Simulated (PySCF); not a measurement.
SrO: script and output

File input.py (PySCF 2.14):

```python
from pyscf import gto, scf
from pyscf.geomopt.geometric_solver import optimize

mol = gto.M(
    atom='Sr 0 0 0; O 0 0 2.041',
    basis='def2-svpd',
    ecp={'Sr': 'def2-svpd'},
    charge=0,
    spin=0,
    verbose=3,
)
mf = scf.RHF(mol)
mf.kernel()
mol_eq = optimize(mf, maxsteps=30)
print('optimised geometry (angstrom)')
print(mol_eq.tostring('raw'))
print('orbital energies (hartree):', mf.mo_energy[..., max(0, mol.nelec[1]-3):mol.nelec[0]+3].round(4))
```

```bash
$ OMP_NUM_THREADS=1 python input.py
```

Output:

```
converged SCF energy = -105.07372700247
input.py

Current date and time:

#|     Arguments passed to driver run_optimizer():      |#
customengine              <pyscf.geomopt.geometric_solver.PySCFEngine object>
logIni                    <dir>
maxiter                   30
----------------------------------------------------------
Custom engine selected.
Bonds will be generated from interatomic distances less than 1.20 times sum of covalent radii
6 internal coordinates being used (instead of 6 Cartesians)
Internal coordinate system (atoms numbered from 1):
Distance 1-2
Translation-X 1-2
Translation-Y 1-2
Translation-Z 1-2
Rotation-A 1-2
Rotation-B 1-2
Rotation-C 1-2
<class 'geometric.internal.Distance'> : 1
<class 'geometric.internal.TranslationX'> : 1
<class 'geometric.internal.TranslationY'> : 1
<class 'geometric.internal.TranslationZ'> : 1
<class 'geometric.internal.RotationA'> : 1
<class 'geometric.internal.RotationB'> : 1
<class 'geometric.internal.RotationC'> : 1
> ===== Optimization Info: ====
> Job type: Energy minimization
> Maximum number of optimization cycles: 30
> Initial / maximum trust radius (Angstrom): 0.100 / 0.300
> Convergence Criteria:
> Will converge when all 5 criteria are reached:
>  |Delta-E| < 1.00e-06
>  RMS-Grad  < 3.00e-04
>  Max-Grad  < 4.50e-04
>  RMS-Disp  < 1.20e-03
>  Max-Disp  < 1.80e-03
> === End Optimization Info ===

Geometry optimization cycle 1
Cartesian coordinates (Angstrom)
 Atom        New coordinates             dX        dY        dZ
  Sr   0.000000   0.000000   0.000000    0.000000  0.000000  0.000000
   O   0.000000   0.000000   2.041000    0.000000  0.000000  0.000000

WARN: Mole.unit (angstrom) is changed to Bohr

converged SCF energy = -105.073727002471
--------------- RHF_Scanner gradients ---------------
         x                y                z
0 Sr    -0.0000000000     0.0000000000    -0.0326324368
1 O     0.0000000000    -0.0000000000     0.0326324368
----------------------------------------------
cycle 1: E = -105.073727002  dE = -105.074  norm(grad) = 0.0461492
Step    0 : Gradient = 3.263e-02/3.263e-02 (rms/max) Energy = -105.0737270025
Hessian Eigenvalues: 5.00000e-02 5.00000e-02 5.00000e-02 ... 5.00000e-02 5.00000e-02 1.36216e-01

Geometry optimization cycle 2
Cartesian coordinates (Angstrom)
 Atom        New coordinates             dX        dY        dZ
  Sr   0.000000  -0.000000   0.063386    0.000000 -0.000000  0.063386
   O  -0.000000   0.000000   1.977614   -0.000000  0.000000 -0.063386
converged SCF energy = -105.074580854285
--------------- RHF_Scanner gradients ---------------
         x                y                z
0 Sr     0.0000000000     0.0000000000     0.0306445626
1 O    -0.0000000000    -0.0000000000    -0.0306445626
----------------------------------------------
cycle 2: E = -105.074580854  dE = -0.000853852  norm(grad) = 0.043338
Step    1 : Displace = 6.339e-02/6.339e-02 (rms/max) Trust = 1.000e-01 (=) Grad = 3.064e-02/3.064e-02 (rms/max) E (change) = -105.0745808543 (-8.539e-04) Quality = 0.218
Hessian Eigenvalues: 5.00000e-02 5.00000e-02 5.00000e-02 ... 5.00000e-02 5.00000e-02 2.64133e-01

Geometry optimization cycle 3
Cartesian coordinates (Angstrom)
 Atom        New coordinates             dX        dY        dZ
  Sr   0.000000  -0.000000   0.032689   -0.000000 -0.000000 -0.030697
   O  -0.000000   0.000000   2.008311    0.000000  0.000000  0.030697
converged SCF energy = -105.076059005983
--------------- RHF_Scanner gradients ---------------
         x                y                z
0 Sr     0.0000000000    -0.0000000000    -0.0038573822
1 O    -0.0000000000     0.0000000000     0.0038573822
----------------------------------------------
cycle 3: E = -105.076059006  dE = -0.00147815  norm(grad) = 0.00545516
Step    2 : Displace = 3.070e-02/3.070e-02 (rms/max) Trust = 3.169e-02 (-) Grad = 3.857e-03/3.857e-03 (rms/max) E (change) = -105.0760590060 (-1.478e-03) Quality = 0.832
Hessian Eigenvalues: 5.00000e-02 5.00000e-02 5.00000e-02 ... 5.00000e-02 5.00000e-02 2.97381e-01

Geometry optimization cycle 4
Cartesian coordinates (Angstrom)
 Atom        New coordinates             dX        dY        dZ
  Sr  -0.000000  -0.000000   0.036121   -0.000000  0.000000  0.003432
   O   0.000000   0.000000   2.004879    0.000000 -0.000000 -0.003432
converged SCF energy = -105.076086595787
--------------- RHF_Scanner gradients ---------------
         x                y                z
0 Sr    -0.0000000000    -0.0000000000    -0.0003812198
1 O     0.0000000000     0.0000000000     0.0003812198
----------------------------------------------
cycle 4: E = -105.076086596  dE = -2.75898e-05  norm(grad) = 0.000539126
Step    3 : Displace = 3.432e-03/3.432e-03 (rms/max) Trust = 4.482e-02 (+) Grad = 3.812e-04/3.812e-04 (rms/max) E (change) = -105.0760865958 (-2.759e-05) Quality = 1.103
Hessian Eigenvalues: 5.00000e-02 5.00000e-02 5.00000e-02 ... 5.00000e-02 5.00000e-02 2.67991e-01

Geometry optimization cycle 5
Cartesian coordinates (Angstrom)
 Atom        New coordinates             dX        dY        dZ
  Sr  -0.000000  -0.000000   0.036497    0.000000  0.000000  0.000376
   O   0.000000   0.000000   2.004503   -0.000000 -0.000000 -0.000376
converged SCF energy = -105.076086863534
--------------- RHF_Scanner gradients ---------------
         x                y                z
0 Sr    -0.0000000000     0.0000000000     0.0000066984
1 O     0.0000000000    -0.0000000000    -0.0000066984
----------------------------------------------
cycle 5: E = -105.076086864  dE = -2.67748e-07  norm(grad) = 9.47296e-06
Step    4 : Displace = 3.764e-04/3.764e-04 (rms/max) Trust = 6.339e-02 (+) Grad = 6.698e-06/6.698e-06 (rms/max) E (change) = -105.0760868635 (-2.677e-07) Quality = 0.987
Hessian Eigenvalues: 5.00000e-02 5.00000e-02 5.00000e-02 ... 5.00000e-02 5.00000e-02 2.67991e-01
Converged! =D

    #| If this code has benefited your research, please support us by citing: |#
    #| Wang, L.-P.; Song, C.C. (2016) "Geometry optimization made simple with |#
    #| translation and rotation coordinates", J. Chem, Phys. 144, 214108.     |#
    #|                                     |#
optimised geometry (angstrom)
Sr         -0.00000000       -0.00000000        0.03649708
O           0.00000000        0.00000000        2.00450292
orbital energies (hartree): [-0.2712 -0.2637 -0.2637 -0.0215  0.0141  0.0141]
```

In short: E(SCF) = -105.073727 Eh, all at the start geometry; optimised bond 1.968 Å with E = -105.076087 Eh after 5 steps.

It ran on Arm Neoverse V1 (1 thread, shared host) in 6 s, peak memory 0.14 GiB.

The last line lists the levels of the start geometry. Stability towards an unrestricted solution was not tested.
